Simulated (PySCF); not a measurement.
PySCF input for B2F3, SMILES B(F)(F)[B]F (connectivity only; charge and spin as stated), charge +1, multiplicity 1, PBE-D3(BJ)/def2-SVP. Geometry: PBE-D3(BJ)/def2-SVP. The multiplicity is an assumed one; other spin states were not compared. The isomer is the one that the SMILES or the coordinates give; other isomers of the formula were not compared. Other conformers were not sampled.

```python
import numpy as np
from pyscf import gto, scf, dft, df
from pyscf.hessian import thermo

mol = gto.M(
    atom='''
    F     0.00000000    0.00000000   -2.30561302
    B     0.00000000    0.00000000   -1.07304432
    B     0.00000000    0.00000000    0.69441081
    F     0.00000000    1.16643034    1.25798249
    F     0.00000000   -1.16643034    1.25798249
    ''',
    basis='def2-SVP',
    charge=1,
    spin=0,
    max_memory=1600,
    verbose=3,
)
mf = dft.RKS(mol, xc='pbe').density_fit(auxbasis='def2-universal-jkfit')
mf.disp = 'd3bj'
mf.grids.level = 3
mf.conv_tol = 1e-11
mf.max_cycle = 100
mf.kernel()

# [left out here: the lines that compute and print the analytic Hessian (its translational invariance restored by hand, since the grid's response is missing), thermochemistry and intensities]
```

It prints:

```
converged SCF energy = -348.402312699694

WARN: DFTD3 does not support analytical Hessian, using finite difference


WARN: Mole.unit (angstrom) is changed to Bohr

Mode                                 0                   1                   2
Irrep
Freq [cm^-1]                      113.5509            232.8125            355.1888
Reduced mass [au]                  17.2154             12.2488             17.0530
Force const [Dyne/A]                0.1308              0.3912              1.2676
Char temp [K]                     163.3745            334.9653            511.0375
Normal mode                   x     y     z       x     y     z       x     y     z
       0   F                 0.00 -0.12  0.00   -0.10 -0.00  0.00    0.00 -0.00 -0.14
       1   B                -0.00  0.08  0.00    0.24  0.00  0.00   -0.00  0.00 -0.12
       2   B                -0.00  0.08  0.00    0.11  0.00 -0.00   -0.00  0.00 -0.00
       3   F                 0.00  0.01  0.12   -0.05  0.00  0.00    0.00 -0.05  0.10
       4   F                 0.00  0.01 -0.12   -0.05  0.00 -0.00    0.00  0.05  0.10
Mode                                 3                   4                   5
Irrep
Freq [cm^-1]                      450.1587            566.4280            598.4739
Reduced mass [au]                  11.9801             11.3030             15.2571
Force const [Dyne/A]                1.4303              2.1366              3.2197
Char temp [K]                     647.6781            814.9638            861.0707
Normal mode                   x     y     z       x     y     z       x     y     z
       0   F                -0.00  0.05 -0.00   -0.03 -0.00 -0.00   -0.00  0.00 -0.07
       1   B                 0.00 -0.26 -0.00    0.13 -0.00  0.00    0.00  0.00 -0.04
       2   B                 0.00  0.06  0.00   -0.26  0.00  0.00    0.00 -0.00  0.17
       3   F                -0.00  0.03  0.06    0.05  0.00  0.00   -0.00  0.12  0.00
       4   F                -0.00  0.03 -0.06    0.05  0.00 -0.00   -0.00 -0.12  0.00
Mode                                 6                   7                   8
Irrep
Freq [cm^-1]                     1176.0661           1577.9139           1710.4621
Reduced mass [au]                  13.4326             12.1844             12.3929
Force const [Dyne/A]               10.9465             17.8739             21.3625
Char temp [K]                    1692.0973           2270.2668           2460.9741
Normal mode                   x     y     z       x     y     z       x     y     z
       0   F                -0.00  0.00  0.02   -0.00 -0.00 -0.00    0.00  0.00 -0.12
       1   B                 0.00 -0.00 -0.02    0.00  0.00  0.00   -0.00 -0.00  0.25
       2   B                -0.00 -0.00 -0.22   -0.00 -0.26 -0.00   -0.00  0.00 -0.04
       3   F                 0.00  0.09  0.06    0.00  0.07  0.04    0.00  0.00  0.00
       4   F                 0.00 -0.09  0.06    0.00  0.07 -0.04    0.00 -0.00  0.00
temperature 298.1500 [K]
pressure 101325.00 [Pa]
Rotational constants [GHz] 9.77580 2.82678 2.19273
Symmetry number 2
Zero-point energy (ZPE) 0.01545 [Eh]   40559.715 [J/mol]
                           tot       elec      trans        rot        vib
Entropy [J/mol/K]       300.093      0.000    163.179    103.337     33.577
Cv [J/mol/K]             63.044      0.000     12.472     12.472     38.100
Cp [J/mol/K]             71.358      0.000     20.786     12.472     38.100
Internal energy [J/mol]                      3718.434   3718.434  46345.203
Internal energy [Eh]   -348.38183  -348.40231
Enthalpy [J/mol]                             6197.391   3718.434  46345.203
Enthalpy [Eh]          -348.38088
Gibbs free energy [J/mol]                  -42454.525 -27091.481  36334.179
Gibbs free energy [Eh] -348.41496
mode   freq/cm-1   IR/(km/mol)
   1      113.55         6.686
   2      232.81        59.669
   3      355.19        17.531
   4      450.16        35.647
   5      566.43         4.007
   6      598.47        43.864
   7     1176.07       211.609
   8     1577.91       234.951
   9     1710.46       102.569
max |gradient| / (hartree/bohr): 0.0002206587897341465
APT charges: [-0.2239  0.887   1.1852 -0.4242 -0.4242]
```

Self-consistency was reached.
